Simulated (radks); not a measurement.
Ar+, configuration [He] 2s2 2p5.75 3s2 3p5.25 (fractional occupations, a model configuration). Calculated with a radial shooting solver on a logarithmic mesh with Libxc functionals: non-relativistic Kohn-Sham, LDA (Slater exchange, Perdew-Wang correlation), spin-unpolarised, spherical densities, point nucleus. Some entries of the table are withheld. Estimate them.

| orbital | occ. | eigenvalue (eV) | <1/r> (bohr^-1) | <r> (bohr) |
|---|---|---|---|---|
| 1s | 2 | (1) | 17.50 | 0.08641 |
| 2s | 2 | -313.5983 | 3.532 | 0.4158 |
| 2p | 5.75 | -250.2886 | 3.461 | 0.3752 |
| 3s | 2 | (2) | 1.026 | 1.359 |
| 3p | 5.25 | -22.8376 | 0.8967 | 1.527 |

Answer. 
(1) 1s eigenvalue (eV): -3121.065
(2) 3s eigenvalue (eV): -37.1552
